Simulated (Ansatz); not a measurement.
Ansatz (an electronic-structure program) input file for GeH6O2Si, SMILES O[SiH2][GeH2][OH], B3LYP-D3(BJ)/def2-SVP. 

Ansatz 0.2 input:
```yaml
crystal:
  periodic: [false, false, false]
  atoms:
    - {symbol: O, position_ang: [2.45825985, 0.40949530, -0.25370411]}
    - {symbol: Si, position_ang: [1.35006760, -0.65501316, 0.26021367]}
    - {symbol: Ge, position_ang: [-0.81696942, 0.03638339, -0.33525681]}
    - {symbol: O, position_ang: [-1.68554646, 0.71464781, 1.04037080]}
    - {symbol: H, position_ang: [2.36597721, 1.34895482, -0.11776940]}
    - {symbol: H, position_ang: [1.44412118, -0.82257634, 1.71844830]}
    - {symbol: H, position_ang: [1.75513894, -1.86757498, -0.43214853]}
    - {symbol: H, position_ang: [-1.74886001, -1.02539817, -0.91489097]}
    - {symbol: H, position_ang: [-0.97345247, 1.21512688, -1.27514485]}
    - {symbol: H, position_ang: [-1.78255697, 0.16423844, 1.81339817]}
basis:
  gaussian:
    orbitals: def2-SVP
hamiltonian:
  xc: b3lyp
  dispersion: d3bj
relax: {f_tol: 0.002, max_steps: 200}
```

Output:

```
WARN ansatz: RAYON_NUM_THREADS=1 ignored (pool sized by the plan → 1); use --threads N
Functional definition: B3LYP
integrals: 0.06 GiB planned
1115 factors; integrals over basis functions are off by at most 4.0e-4 eV
mean field: 0.52 GiB planned
mean field evaluation 1: about -68568.9177 eV, gradient 7.2e1 eV
mean field evaluation 2: about -68540.7929 eV, gradient 1.4e2 eV
mean field evaluation 4: about -68577.5615 eV, gradient 8.3e0 eV
mean field evaluation 8: about -68577.6845 eV, gradient 2.7e-1 eV
mean field evaluation 16: about -68577.6846 eV, gradient 3.7e-5 eV
mean field -68577.68460004 eV, -2520.1834254275 hartree, gradient 3.7e-5 eV, S^2 0.000000; 0 other end points of the search recorded, 0 dependent functions left out
the calculation of the forces begins
reference -68577.68486506 eV, -2520.1834351665 hartree; 34, 34 occupied and 74, 74 virtual orbitals, 1115 factors
relax step   1: F+E_penalty+E_count = -68578.04052852 eV  Δ(F+E_penalty+E_count) = +0.000e0 eV  max|allowed force component| = 1.258e0 eV/Å  Δτ_max = 0.0000 Å  (26 SCF iters, accepted)
these checks for a lower state are left out or cut short: starts, cluster_reference, orbital_swaps, neighbouring_geometries, increment
integrals: 0.06 GiB planned
1115 factors; integrals over basis functions are off by at most 4.8e-4 eV
mean field: 0.52 GiB planned
[...]
these checks for a lower state are left out or cut short: starts, cluster_reference, orbital_swaps, neighbouring_geometries, increment
integrals: 0.06 GiB planned
1115 factors; integrals over basis functions are off by at most 5.2e-4 eV
mean field: 0.53 GiB planned
mean field -68578.08955848 eV, -2520.1983073756 hartree, gradient 4.7e-5 eV, S^2 0.000000; 0 other end points of the search recorded, 0 dependent functions left out
the calculation of the forces begins
reference -68578.08983075 eV, -2520.1983173813 hartree; 34, 34 occupied and 74, 74 virtual orbitals, 1115 factors
relax step  33: F+E_penalty+E_count = -68578.46038176 eV  Δ(F+E_penalty+E_count) = -3.010e-3 eV  max|allowed force component| = 2.217e-2 eV/Å  Δτ_max = 0.0558 Å  (25 SCF iters, accepted)
these checks for a lower state are left out or cut short: starts, cluster_reference, orbital_swaps, neighbouring_geometries, increment
integrals: 0.06 GiB planned
1115 factors; integrals over basis functions are off by at most 5.2e-4 eV
mean field: 0.52 GiB planned
mean field -68578.08996014 eV, -2520.1983221361 hartree, gradient 3.5e-5 eV, S^2 0.000000; 0 other end points of the search recorded, 0 dependent functions left out
the calculation of the forces begins
reference -68578.09023257 eV, -2520.1983321480 hartree; 34, 34 occupied and 74, 74 virtual orbitals, 1115 factors
relax step  34: F+E_penalty+E_count = -68578.46076876 eV  Δ(F+E_penalty+E_count) = -3.870e-4 eV  max|allowed force component| = 8.905e-3 eV/Å  Δτ_max = 0.0271 Å  (26 SCF iters, accepted)
these checks for a lower state are left out or cut short: starts, cluster_reference, orbital_swaps, neighbouring_geometries, increment
integrals: 0.06 GiB planned
1115 factors; integrals over basis functions are off by at most 5.2e-4 eV
mean field: 0.52 GiB planned
mean field -68578.09009197 eV, -2520.1983269808 hartree, gradient 3.5e-5 eV, S^2 0.000000; 0 other end points of the search recorded, 0 dependent functions left out
the calculation of the forces begins
reference -68578.09036454 eV, -2520.1983369975 hartree; 34, 34 occupied and 74, 74 virtual orbitals, 1115 factors
relax step  35: F+E_penalty+E_count = -68578.46086868 eV  Δ(F+E_penalty+E_count) = -9.992e-5 eV  max|allowed force component| = 4.221e-2 eV/Å  Δτ_max = 0.0272 Å  (25 SCF iters, accepted)
these checks for a lower state are left out or cut short: starts, cluster_reference, orbital_swaps, neighbouring_geometries, increment
integrals: 0.06 GiB planned
1115 factors; integrals over basis functions are off by at most 5.3e-4 eV
mean field: 0.52 GiB planned
mean field evaluation 224: about -68578.0808 eV, gradient 6.8e-1 eV
mean field -68578.09010745 eV, -2520.1983275499 hartree, gradient 4.9e-5 eV, S^2 0.000000; 0 other end points of the search recorded, 0 dependent functions left out
the calculation of the forces begins
reference -68578.09038029 eV, -2520.1983375764 hartree; 34, 34 occupied and 74, 74 virtual orbitals, 1115 factors
relax step  36: F+E_penalty+E_count = -68578.46088206 eV  Δ(F+E_penalty+E_count) = -1.338e-5 eV  max|allowed force component| = 2.060e-2 eV/Å  Δτ_max = 0.0173 Å  (25 SCF iters, accepted)
these checks for a lower state are left out or cut short: starts, cluster_reference, orbital_swaps, neighbouring_geometries, increment
integrals: 0.06 GiB planned
1115 factors; integrals over basis functions are off by at most 5.3e-4 eV
mean field: 0.53 GiB planned
mean field -68578.09016839 eV, -2520.1983297894 hartree, gradient 2.7e-5 eV, S^2 0.000000; 0 other end points of the search recorded, 0 dependent functions left out
the calculation of the forces begins
reference -68578.09044121 eV, -2520.1983398151 hartree; 34, 34 occupied and 74, 74 virtual orbitals, 1115 factors
relax step  37: F+E_penalty+E_count = -68578.46093023 eV  Δ(F+E_penalty+E_count) = -4.817e-5 eV  max|allowed force component| = 4.115e-2 eV/Å  Δτ_max = 0.0062 Å  (22 SCF iters, accepted)
these checks for a lower state are left out or cut short: starts, cluster_reference, orbital_swaps, neighbouring_geometries, increment
integrals: 0.06 GiB planned
1115 factors; integrals over basis functions are off by at most 5.3e-4 eV
mean field: 0.53 GiB planned
mean field -68578.09023846 eV, -2520.1983323642 hartree, gradient 3.5e-5 eV, S^2 0.000000; 0 other end points of the search recorded, 0 dependent functions left out
the calculation of the forces begins
reference -68578.09051127 eV, -2520.1983423898 hartree; 34, 34 occupied and 74, 74 virtual orbitals, 1115 factors
relax step  38: F+E_penalty+E_count = -68578.46102488 eV  Δ(F+E_penalty+E_count) = -9.466e-5 eV  max|allowed force component| = 3.111e-3 eV/Å  Δτ_max = 0.0118 Å  (26 SCF iters, accepted)
these checks for a lower state are left out or cut short: starts, cluster_reference, orbital_swaps, neighbouring_geometries, increment
integrals: 0.06 GiB planned
1115 factors; integrals over basis functions are off by at most 5.3e-4 eV
mean field: 0.53 GiB planned
mean field -68578.09028086 eV, -2520.1983339226 hartree, gradient 2.3e-5 eV, S^2 0.000000; 0 other end points of the search recorded, 0 dependent functions left out
the calculation of the forces begins
reference -68578.09055372 eV, -2520.1983439500 hartree; 34, 34 occupied and 74, 74 virtual orbitals, 1115 factors
relax step  39: F+E_penalty+E_count = -68578.46104691 eV  Δ(F+E_penalty+E_count) = -2.202e-5 eV  max|allowed force component| = 1.010e-3 eV/Å  Δτ_max = 0.0072 Å  (22 SCF iters, accepted)
these checks for a lower state are left out or cut short: starts, cluster_reference, orbital_swaps, neighbouring_geometries, increment
integrals: 0.06 GiB planned
1115 factors; integrals over basis functions are off by at most 5.3e-4 eV
mean field: 0.53 GiB planned
mean field -68578.09036822 eV, -2520.1983371328 hartree, gradient 3.6e-5 eV, S^2 0.000000; 0 other end points of the search recorded, 0 dependent functions left out
the calculation of the forces begins
reference -68578.09064133 eV, -2520.1983471697 hartree; 34, 34 occupied and 74, 74 virtual orbitals, 1115 factors
relax step  40: F+E_penalty+E_count = -68578.46107858 eV  Δ(F+E_penalty+E_count) = -3.167e-5 eV  max|allowed force component| = 1.340e-2 eV/Å  Δτ_max = 0.0284 Å  (25 SCF iters, accepted)
these checks for a lower state are left out or cut short: starts, cluster_reference, orbital_swaps, neighbouring_geometries, increment
integrals: 0.06 GiB planned
1115 factors; integrals over basis functions are off by at most 5.2e-4 eV
mean field: 0.53 GiB planned
mean field -68578.09036089 eV, -2520.1983368635 hartree, gradient 3.3e-5 eV, S^2 0.000000; 0 other end points of the search recorded, 0 dependent functions left out
the calculation of the forces begins
reference -68578.09063400 eV, -2520.1983469000 hartree; 34, 34 occupied and 74, 74 virtual orbitals, 1115 factors
relax step  41: F+E_penalty+E_count = -68578.46108235 eV  Δ(F+E_penalty+E_count) = -3.768e-6 eV  max|allowed force component| = 6.357e-3 eV/Å  Δτ_max = 0.0019 Å  (19 SCF iters, accepted)
these checks for a lower state are left out or cut short: starts, cluster_reference, orbital_swaps, neighbouring_geometries, increment
integrals: 0.06 GiB planned
1115 factors; integrals over basis functions are off by at most 5.2e-4 eV
mean field: 0.53 GiB planned
mean field evaluation 256: about -68578.0903 eV, gradient 7.6e-2 eV
mean field -68578.09032905 eV, -2520.1983356934 hartree, gradient 3.4e-5 eV, S^2 0.000000; 0 other end points of the search recorded, 0 dependent functions left out
the calculation of the forces begins
reference -68578.09060214 eV, -2520.1983457294 hartree; 34, 34 occupied and 74, 74 virtual orbitals, 1115 factors
relax step  42: F+E_penalty+E_count = -68578.46108813 eV  Δ(F+E_penalty+E_count) = -5.782e-6 eV  max|allowed force component| = 3.194e-3 eV/Å  Δτ_max = 0.0014 Å  (19 SCF iters, accepted)
these checks for a lower state are left out or cut short: starts, cluster_reference, orbital_swaps, neighbouring_geometries, increment
integrals: 0.06 GiB planned
1115 factors; integrals over basis functions are off by at most 5.2e-4 eV
mean field: 0.53 GiB planned
mean field -68578.09033215 eV, -2520.1983358074 hartree, gradient 1.8e-5 eV, S^2 0.000000; 0 other end points of the search recorded, 0 dependent functions left out
the calculation of the forces begins
reference -68578.09060525 eV, -2520.1983458437 hartree; 34, 34 occupied and 74, 74 virtual orbitals, 1115 factors
relax step  43: F+E_penalty+E_count = -68578.46109010 eV  Δ(F+E_penalty+E_count) = -1.973e-6 eV  max|allowed force component| = 7.158e-4 eV/Å  Δτ_max = 0.0008 Å  (19 SCF iters, accepted)
these checks for a lower state are left out or cut short: starts, cluster_reference, orbital_swaps, neighbouring_geometries, increment
integrals: 0.06 GiB planned
1115 factors; integrals over basis functions are off by at most 5.2e-4 eV
mean field: 0.52 GiB planned
mean field -68578.09033401 eV, -2520.1983358759 hartree, gradient 1.3e-5 eV, S^2 0.000000; 0 other end points of the search recorded, 0 dependent functions left out
the calculation of the forces begins
reference -68578.09060714 eV, -2520.1983459130 hartree; 34, 34 occupied and 74, 74 virtual orbitals, 1115 factors
relax step  44: F+E_penalty+E_count = -68578.46109067 eV  Δ(F+E_penalty+E_count) = -5.703e-7 eV  max|allowed force component| = 1.036e-3 eV/Å  Δτ_max = 0.0028 Å  (22 SCF iters, accepted)
integrals: 0.06 GiB planned
1115 factors; integrals over basis functions are off by at most 5.2e-4 eV
mean field: 0.52 GiB planned
mean field -68578.09033401 eV, -2520.1983358759 hartree, gradient 1.3e-5 eV, S^2 0.000000; 1 other end points of the search recorded, 0 dependent functions left out
the calculation of the forces begins
reference -68578.09060714 eV, -2520.1983459130 hartree; 34, 34 occupied and 74, 74 virtual orbitals, 1115 factors
Total energy: -68578.46136380 eV, -2520.2119709689 hartree
Atom 0 at     1.978936     0.451891     0.967814 Å, force     0.000433    -0.000239     0.000135 eV/Å
Atom 1 at     1.475072    -0.833255     0.036452 Å, force    -0.000221     0.000262    -0.000032 eV/Å
Atom 2 at    -0.833578    -0.242133    -0.282845 Å, force     0.000100     0.000120     0.000030 eV/Å
Atom 3 at    -0.654635     1.285200     0.700093 Å, force    -0.001036     0.000754     0.000240 eV/Å
Atom 4 at     1.245670     1.075802     1.132140 Å, force    -0.000424    -0.000290    -0.000389 eV/Å
Atom 5 at     1.625659    -2.136063     0.744949 Å, force     0.000160     0.000145    -0.000139 eV/Å
Atom 6 at     2.214344    -0.917335    -1.255200 Å, force     0.000053    -0.000072     0.000266 eV/Å
Atom 7 at    -1.923223    -1.127527     0.371841 Å, force    -0.000018     0.000083     0.000058 eV/Å
Atom 8 at    -1.311706     0.138346    -1.706389 Å, force    -0.000030     0.000016     0.000070 eV/Å
Atom 9 at    -1.450360     1.823357     0.794662 Å, force     0.000982    -0.000780    -0.000238 eV/Å
Dipole moment:    -0.505348    -0.003886    -0.150754 e Å
```

The calculation finished and met its thresholds.
